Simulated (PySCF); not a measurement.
# Stretching InSb

Set-up: PySCF, scalar-relativistic core potentials, basis sets In def2-SVP with ECP28, Sb def2-SVP with ECP28. Energies in eV from In + Sb in their ground configurations at the same level. State: ³Σ⁻ (triplet), unpaired electrons π ↑↑.

All columns are PBE0. A positive dipole means In(−)Sb(+).

```tsv
R (Å)	E (eV)	μ (D)	Mulliken charge on In (basis-dependent)	HOMO (eV)	LUMO (eV)	Mayer bond order	⟨S²⟩
2.552	-1.076	-0.13	0.09	-4.88	-3.53	1.23	2.00
2.670	-1.415	-0.68	0.14	-4.92	-3.33	1.19	2.01
2.789	-1.596	-1.22	0.18	-4.93	-3.15	1.15	2.01
2.878	-1.658	-1.62	0.20	-4.92	-3.02	1.12	2.01
2.967	-1.673	-2.01	0.22	-4.89	-2.91	1.10	2.01
3.056	-1.653	-2.38	0.24	-4.86	-2.81	1.08	2.01
3.175	-1.586	-2.86	0.26	-4.80	-2.70	1.05	2.01
3.323	-1.461	-3.40	0.27	-4.71	-2.58	1.01	2.02
3.501	-1.275	-3.97	0.28	-4.59	-2.49	0.97	2.04
3.738	-1.012	-4.52	0.28	-4.43	-2.44	0.89	2.09
```

A fit through these points gives, at Re = 2.957 Å, μ = -1.97 D and dμ/dR = -4.31 D/Å; the reduced mass is 58.91 u.

Question: How strong is the fundamental in the double-harmonic approximation, I = 42.26·(dμ/dR)²/μred km/mol?

Answer: I = 42.26·(-4.31)²/58.91 = 13.3 km/mol at PBE0.

These are scalar-relativistic numbers at best; spin–orbit coupling would shift them, the dissociation energy most. The state is the lowest determinant that a PBE0 search found; another state may lie lower at other levels.
